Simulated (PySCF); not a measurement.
Electron correlation in Sc (scandium, neutral)

[Ar] 3d3, high-spin 4F determinant (an excited configuration). Computed with PySCF 2.14 in def2-QZVPPD, with the non-relativistic Hamiltonian (point nucleus). Frozen: [Ar]; 3 electrons correlated.

```tsv
level	correlation energy (mhartree)
CCSD	-41.94
(T)	-2.30
CCSD(T)	-44.24
```

Diagnostics: T1 = 0.044, D1 = 0.0626, largest double amplitude 0.073.

T1 exceeds 0.03, a sign that the reference determinant is poor.

Cost of the coupled-cluster step: roughly 12 core-seconds, for 3 correlated electrons.
